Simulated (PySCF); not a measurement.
**Chromium: highly charged ions in a basis for the neutral atom**

Cr⁸⁺ [Ne] 3s2 3p4, Cr⁹⁺ [Ne] 3s2 3p3. Computed with PySCF 2.14 in pcseg-2, with the non-relativistic Hamiltonian (point nucleus). No spin-orbit coupling, so a gap to NIST mixes the basis error with missing relativistic terms.

Changed run: basis of the neutral atom used for a highly charged ion. This setting is unsound on purpose.

```tsv
species	method	sound run (hartree)	changed run (hartree)	converged
Cr⁸⁺	UHF	not run	-1021.17308	yes
Cr⁸⁺	MN15	not run	-1021.92217	yes
Cr⁸⁺	B3LYP	not run	-1021.85542	yes
Cr⁹⁺	UHF	not run	-1013.50245	yes
Cr⁹⁺	MN15	not run	-1014.13319	yes
Cr⁹⁺	B3LYP	not run	-1014.11433	yes
```

Ionisation energy of Cr⁸⁺:

| method | changed run (eV) | NIST (eV) |
| --- | --- | --- |
| UHF | 208.73 | 209.5 ± 0.3 |
| MN15 | 211.95 | 209.5 ± 0.3 |
| B3LYP | 210.65 | 209.5 ± 0.3 |

The contracted functions were made for the neutral atom and can be too rigid for a highly charged ion.
